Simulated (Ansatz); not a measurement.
The cluster Li5H10⁻. Total charge -1; triplet. Geometry PBE-D4/def2-TZVPD, that of the charge -1 singlet.

```xyz
15

Li   -1.232    1.586   -0.254
Li   -0.645   -0.683    0.869
Li    1.635    0.140    1.320
Li    0.986    0.461   -1.023
Li   -1.461   -0.312   -1.601
H    -1.322   -2.022   -2.536
H     1.625    0.697    3.281
H    -2.334    0.131   -0.056
H     2.611    0.371   -0.184
H     0.563   -1.049    2.195
H    -1.929   -1.898   -2.987
H     0.159    1.123    0.672
H    -0.081   -1.135   -0.909
H    -0.672    1.296   -1.977
H     2.097    1.292    3.191
```

At PBE-D4/def2-TZVPD, r2SCAN-D4/def2-TZVPD, PBE0-D4/def2-TZVPD the highest occupied level of the charge -1 triplet lies above zero (up to 1.35 eV). By energy differences it is unbound by 0.24 eV (vertical, against the charge 0 doublet, at r2SCAN-D4/def2-TZVPD) and held by the finite basis. At PBE-D4/def2-TZVPD the gap within one spin of the charge -1 triplet nearly closes, so an electron or hole may be smeared out by delocalisation error. At PBE0-D4/def2-TZVPD a singlet of charge -1 lies 3.48 eV below the triplet at the same geometry. The structure comes from a short search, and lower isomers may exist.

Estimate the α-spin orbital energies around the gap (eV) in Ansatz with PBE-D4/def2-TZVPD, r2SCAN-D4/def2-TZVPD, PBE0-D4/def2-TZVPD.


```tsv
orbital	PBE-D4/def2-TZVPD	r2SCAN-D4/def2-TZVPD	PBE0-D4/def2-TZVPD
HOMO−5	-4.00	-4.33	-5.33
HOMO−4	-3.63	-3.99	-5.01
HOMO−3	-3.43	-3.75	-4.71
HOMO−2	-3.14	-3.39	-4.23
HOMO−1	-2.95	-3.25	-4.11
HOMO	1.25	1.35	1.07
LUMO	1.32	1.47	1.69
LUMO+1	1.70	2.08	2.05
LUMO+2	1.75	2.14	2.15
LUMO+3	1.84	2.27	2.18
LUMO+4	2.06	2.44	2.47
LUMO+5	2.16	2.56	2.57
β HOMO	-2.82	-2.95	-3.74
β LUMO	-2.44	-2.49	-2.13
```
